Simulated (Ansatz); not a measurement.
`N=C=[CH][GaH2]` + HBr → `N=C=CBr` + `[GaH3]`  (substitution at a C–Ga bond)

Computed with Ansatz on PBE0-D4/def2-TZVP structures; ΔE is electronic, products minus reactants. CBS: MP2 limit from def2 TZ/QZ plus the TZ coupled-cluster correction, frozen cores. Functionals use def2-TZVPP. For Br, Ga outer-core shells are correlated without core-valence functions, which leaves a few kJ/mol of doubt a bond. Scalar relativity is left out up to krypton. Each species was taken in one conformer, which may not be the lowest.

**Question.** Is it downhill or uphill in electronic energy at CCSD(T)/CBS, and by how much? (An estimate is asked.)

**Answer.** The calculation gave: Uphill: ΔE = +122.1 kJ/mol.

**Question.** What do these levels give: PBE-D4, r2SCANh-D4, B2PLYP, r2SCAN, r2SCAN0, CAM-B3LYP, RPA@PBE/def2-TZVPP, HF/def2-SVP, MP2/def2-SVP, CCSD/def2-SVP, HF/CBS(def2), CCSD/CBS(def2)? (An estimate is asked.)

**Answer.** The calculation gave: PBE-D4 114.1, r2SCANh-D4 122.6, B2PLYP 117.6, r2SCAN 122.3, r2SCAN0 122.4, CAM-B3LYP 114.2, RPA@PBE/def2-TZVPP 112.2, HF/def2-SVP 118.8, MP2/def2-SVP 125.1, CCSD/def2-SVP 117.6, HF/CBS(def2) 114.5, CCSD/CBS(def2) 121.2 kJ/mol.

Largest T1 diagnostic among the species: 0.015.

Leaving LDA and LC-ωPBE aside and taking each functional with its dispersion term where it has one, the values, not all of them listed here, spread over 11.8 kJ/mol, from revPBE-D4 to r2SCAN0-D4. LDA lies +6.8 kJ/mol from PBE without D4. From BLYP to BHLYP (50 % exact exchange), in def2-TZVPP and without D4, ΔE moves by +5.2 kJ/mol.
